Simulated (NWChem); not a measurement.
SiH2OF2; SMILES O[SiH](F)F

```xyz
6

Si     0.0005     0.0088    -0.3430
O      0.0134     1.5505     0.1897
F      1.2714    -0.8039     0.2202
F     -1.2850    -0.7813     0.2196
H      0.0014     0.0109    -1.8100
H      0.0070     1.7281     1.1353
```
Atoms are numbered in this order, from 1.

All runs: NWChem. All runs use the structure optimised with PBE0/def2-SVP. Vertical excitations in the gas phase; the lowest state need not have the same character in each row.

For level B3LYP/aug-cc-pVDZ, full TDDFT:

lowest excitation, singlet (eV): 8.20
orbital gap (eV): 9.40

**Question.** What are these values for level PBE/aug-cc-pVDZ, full TDDFT?

**Answer.** The lowest excitation, singlet (eV) is 7.63 and the orbital gap (eV) is 7.51.
